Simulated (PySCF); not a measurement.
# BSe₂⁻, singlet: data card

These are results of PBE0/[B def2-TZVPD, Se def2-TZVPD], no relativity, density fitting, PySCF, not measurements.

The structure is a minimum.

Coordinates in bohr (charge -1 multiplicity 1):
```
B     0.0000    0.0000    0.0000
Se    0.0000    0.0000    3.4155
Se    0.0000    0.0000   -3.4155
```

```
Point group                                                                   : D∞h
Bond lengths                                                                  : B–Se 1.807 Å (×2)
Bond angles                                                                   : Se–B–Se 180.0°
Lowest empty level                                                            : 3.03 eV
Highest occupied level                                                        : -1.70 eV
Enthalpy at 298.15 K above 0 K                                                : 11.96 kJ/mol
Dipole moment about the centre of mass                                        : 0.00 D
Zero-point energy                                                             : 12.5 kJ/mol
Heat capacity Cp at 298.15 K                                                  : 50.9 J/(mol K)
Principal quadrupole moments (Buckingham, traceless) about the centre of mass : -13.97, 6.98, 6.98 D Å
Rotational symmetry number                                                    : 2
Entropy at 298.15 K and 1 bar                                                 : 265.8 J/(mol K)
Rotational constants                                                          : 0.03229 cm⁻¹
Principal polarisabilities                                                    : 75.1, 75.1, 144.7 bohr³
```

Harmonic modes (masses in u: B 11.009, Se 79.917):
```csv
symmetry,ω (cm⁻¹),"IR (km/mol, summed over degenerate members)"
πu,304,6.7
σg+,317,0.0
σu+,1157,645
```

In D∞h the vibrations span πu + σg+ + σu+. The σg+ mode carries no infrared intensity, as symmetry demands. With a centre of inversion only u modes can be infrared active and only g modes Raman active.

Charges (e); Mulliken and Löwdin values are unreliable with diffuse functions:
| atom | Mulliken | Löwdin | polar tensor | Mayer order to B1 |
| --- | --- | --- | --- | --- |
| B1 | 0.23 | -1.69 | 0.68 | – |
| Se2,3 | -0.62 | 0.35 | -0.84 | 1.67 |

Mulliken populations on B1: s 2.94, p 1.68, d 0.14, f 0.01.

Outer orbital energies (eV). occupied: -14.37, -13.61, -6.38, -4.42, -3.28, -3.28, -1.70, -1.70; empty: 3.03, 3.31, 3.85, 3.85.

Counting electrons, boron keeps none of its valence electrons outside its bonds, so the VSEPR class is AX2 and the expected shape is linear (D∞h), as computed.

Only a few start shapes were tried, so a lower isomer may exist. The lowest empty level of this anion is unbound, so it and the gap depend on the basis.

The final relaxation and frequency run took about 70 core-seconds on a shared host.
